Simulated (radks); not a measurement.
Charge is removed step by step from the 5s1/2 level of Ba, starting from [Xe] 6s2. Calculated with a radial shooting solver on a logarithmic mesh with Libxc functionals: Dirac Kohn-Sham, PBE, spin-unpolarised, spherical densities, finite nucleus; Fermi nuclear charge, rms radius 4.8378 fm.

removed (e)  E - E(0) (eV)  eigenvalue (eV)  E minus straight line (eV)
0                    0.000          -33.630                       0.000
0.125                4.280          -34.862                      -0.565
0.25                 8.717          -36.121                      -0.974
0.375               13.312          -37.403                      -1.224
0.5                 18.068          -38.707                      -1.312
0.625               22.989          -40.031                      -1.237
0.75                28.077          -41.375                      -0.994
0.875               33.334          -42.736                      -0.583
1                   38.762          -44.114                       0.000

Removing the whole electron costs 38.762 eV by Delta-SCF, against 33.630 eV from minus the eigenvalue at the starting occupation. Slater's transition state (half an electron removed) gives 38.707 eV. Integrating minus the eigenvalue over the occupation (Janak's theorem) gives 38.762 eV. The mean slope of the eigenvalue, de/dn, is 10.5 eV per electron.
